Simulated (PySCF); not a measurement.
**Frontier orbitals and the lowest excitations**

C6H4FN3.
Cartesian coordinates in Å at the GFN2-xTB level; atoms count from 1:
```
atom  x, y, z in Å
F1     2.9392    1.5209    0.2930
C2     2.1205    0.4818    0.3983
N3     2.5028   -0.6999    0.8563
N4     1.4962   -1.5113    0.8434
N5     0.4387   -0.8658    0.3743
C6    -0.8116   -1.3600    0.2016
C7    -1.7760   -0.5419   -0.2948
C8    -1.4846    0.8029   -0.6271
C9    -0.2250    1.2980   -0.4536
C10    0.7611    0.4424    0.0599
H11   -0.9565   -2.3918    0.4766
H12   -2.7748   -0.9206   -0.4373
H13   -2.2695    1.4298   -1.0185
H14    0.0390    2.3150   -0.6943
```

Theory: TDDFT PBE0/def2-SVPD, vertical, gas phase, core orbitals frozen in the response (PySCF).

Kohn–Sham orbitals with the atoms that hold most of them (Löwdin shares over 4%, at most four atoms; ? is withheld):

| orbital | ε (eV) | atoms |
| --- | --- | --- |
| HOMO-3 | -9.64 | C9 19%, N5 16%, C8 12%, C10 11% |
| HOMO-2 | -8.55 | C7 21%, C10 17%, N3 14%, N5 11% |
| HOMO-1 | -8.10 | N3 42%, N4 33%, C2 9%, N5 9% |
| HOMO | -6.66 | ? |
| LUMO | -1.72 | ? |
| LUMO+1 | -0.92 | N4 20%, C7 15%, N5 13%, C10 12% |
| LUMO+2 | 0.47 | C8 15%, C7 14%, C9 11%, H12 11% |

Q: Give the leading atoms of the LUMO.

A: C9 (bonded to 2 C and H) 22%; C6 (bonded to C, N and H) 21%; C8 (bonded to 2 C and H) 15%; C7 (bonded to 2 C and H) 12%.

Q: Give the leading atoms of the HOMO.

A: N4 (bonded to 2 N) 19%; C2 (bonded to C, F and N) 17%; C6 (bonded to C, N and H) 10%; C8 (bonded to 2 C and H) 10%. By element: carbon 37% or more, nitrogen 19% or more.

Q: The HOMO–LUMO gap is 4.94 eV. Where does the response calculation put the lowest singlet, and from which orbitals?

A: S1 is at 4.03 eV (f = 0.045), 0.91 eV below the gap, made of HOMO→LUMO (96%). 

Q: Give energy, strength and leading configuration of S1, S2, S3 and S4, and follow the Löwdin shares of the leading atoms from the occupied to the empty orbital.

A: 
- S1 (4.03 eV, f 0.045), HOMO→LUMO (96%): N4 19% → at most 12%, C2 17% → at most 12%, C9 at most 10% → 22%, C6 10% → 21%
- S2 (4.96 eV, f 0.094), HOMO→LUMO+1 (74%): N4 19% → 20%, C2 17% → at most 13%, C7 at most 10% → 15%
- S3 (5.17 eV, f 0.0002), HOMO-1→LUMO (99%): N3 42% → at most 12%, N4 33% → at most 12%, C9 at most 8% → 22%, C6 at most 8% → 21%
- S4 (5.65 eV, f 0.0052), HOMO-1→LUMO+1 (98%): N3 42% → at most 13%, N4 33% → 20%, C7 at most 8% → 15%

Löwdin shares depend on the basis, the more so with diffuse functions.
